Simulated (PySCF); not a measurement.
## Unknown compound

Molecular formula: C$_{7}$H$_{14}$O. Simulated spectra:

1H NMR (400 MHz, computed): δ 3.55 (s, 3H), 2.87 (m, 1H), 2.13 (m, 2H), 1.81 (m, 2H), 1.64 (m, 1H), 1.16 (m, 2H), 1.06 (m, 1H), 1.06 (m, 2H).

13C{1H} NMR (computed): δ 84.7 (CH), 58.1 (CH3), 35.6 (CH2, 2C), 29.9 (CH2), 28.7 (CH2, 2C).

How the numbers were obtained: GIAO PBE0/pcSseg-1 shieldings, geometry: GFN2-xTB, in PySCF 2.14.0 with density-fitted response routines (no solvent, no relativistic terms, single conformer, fast rotation and ring inversion assumed for equivalent nuclei).

Referencing at the same level of theory: 1H (σ = 31.72 ppm), 13C (σ = 186.93 ppm) vs TMS.

Problem. Which of these isomers gave the spectra?
A. C=C(CO)C(C)(C)C
B. C/C=C/COC(C)C
C. COC1CCCCC1

Solution. C. 

1. The formula gives 1 degree of unsaturation (1 ring in the answer).
2. 5 carbon signals for 7 carbons: some carbons are equivalent by symmetry or fast rotation.
3. Carbon types of the structure: 1 × CH, 5 × CH2, 1 × CH3, which accounts for all hydrogens.
4. δC 84.7: sp3 CH bonded to O; deshielded by the electronegative neighbour.
5. δC 58.1: methyl carbon bonded to O; pulled downfield by the heteroatom.
6. δC 35.6, 29.9, 28.7: sp3 CH2 in a ring; aliphatic region, no heteroatom directly attached.
7. δH 3.55: hydrogen on a methyl carbon bonded to O; its carbon carries O, an electronegative neighbour.
8. δH 2.87: hydrogen on an sp3 CH bonded to O; its carbon carries O, which withdraws density.

The others: C/C=C/COC(C)C would give 6 carbon signals, not 5; C=C(CO)C(C)(C)C would give 4 signals for carbon-bound and other non-exchanging H, not 8.

Shifts are as computed. Against solution values, carbons near 30 ppm lie about +3 ppm off and those near 130 ppm about +5 ppm. Of 1211 compounds with measured shifts, 218 miss one by over three times the rms of a fit or turn the order of signals round; such compounds aren't used in these exercises. No couplings were computed; multiplicities are counted from neighbouring protons, with m where these are inequivalent, close in shift, in a saturated or five-membered ring or joined by F or P, and br s for small geminal =CH2 splittings.
